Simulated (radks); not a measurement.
Problem. Species: Cs17+. Configuration: [Kr] 4d2 (the NIST ground configuration). Calculated with a radial shooting solver on a logarithmic mesh with Libxc functionals: scalar-relativistic Kohn-Sham, LB94 model potential, spin-polarised, spherical densities, finite nucleus; open shells are filled with parallel spins first (spin-orbit coupling, left out, can overturn this in heavy ions); Fermi nuclear charge, rms radius 4.8041 fm. Some entries of the table are withheld. Estimate them.

| orbital | occ. | eigenvalue (hartree) | <r^2> (bohr^2) |
|---|---|---|---|
| 1s down | 1 | -1337.284 | 0.0009222 |
| 1s up | 1 | -1337.282 | 0.0009222 |
| 2s up | 1 | -223.7542 | 0.01475 |
| 2s down | 1 | -223.7442 | 0.01475 |
| 2p up | 3 | -202.5888 | 0.01169 |
| 2p down | 3 | -202.5839 | 0.01169 |
| 3s up | 1 | -58.76116 | 0.1008 |
| 3s down | 1 | -58.75445 | 0.1009 |
| 3p up | 3 | -51.92570 | 0.1004 |
| 3p down | 3 | -51.91671 | 0.1005 |
| 3d up | 5 | -41.94504 | 0.08582 |
| 3d down | 5 | -41.92426 | 0.08595 |
| 4s up | 1 | (1) | 0.4805 |
| 4s down | 1 | (2) | 0.4792 |
| 4p up | 3 | -19.76184 | 0.5228 |
| 4p down | 3 | -19.70452 | 0.5216 |
| 4d up | 2 | -16.32512 | 0.5805 |
| 4d down | 0 | -16.26819 | 0.5790 |

Solution. 
(1) 4s up eigenvalue (hartree): -22.10133
(2) 4s down eigenvalue (hartree): -22.04840
